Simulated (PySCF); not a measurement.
Bonds broken one at a time in the series B F-H. Isolated molecules, 0 K electronic values unless said otherwise. Strings in code marks are SMILES.

All values below come from PBE-D3(BJ)/def2-TZVP // PBE0-D3(BJ)/def2-TZVP run with PySCF. 

```csv
species,HOMO–LUMO gap (eV),LUMO (eV)
whole molecule (`B(F)F`),7.74,-1.36
radical fragment (`[BH]F`),–,–
whole molecule (`BF`),5.52,-2.22
radical fragment (`[BH2]`),–,–
whole molecule (`B`),5.42,-3.05
```
